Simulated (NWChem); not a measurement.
Species: AlHSCl₂; SMILES [SH][Al]([Cl])[Cl]

```xyz
5

Al    -0.0115    -0.0291     0.0004
Cl     0.3373    -2.0860    -0.0008
Cl    -1.9737     0.6930     0.0004
S      1.6750     1.3259     0.0015
H      0.8841     2.4233     0.0020
```
Atoms are numbered in this order, from 1.

Computed with NWChem. Geometry: optimised at PBE0/def2-SVP. Field at 589 nm.

Q: What does the run give for B3LYP/def2-SVP? Quantities: isotropic polarisability (bohr³); anisotropy (bohr³).

A: The isotropic polarisability (bohr³) comes out as 54.2 and the anisotropy (bohr³) comes out as 26.3.
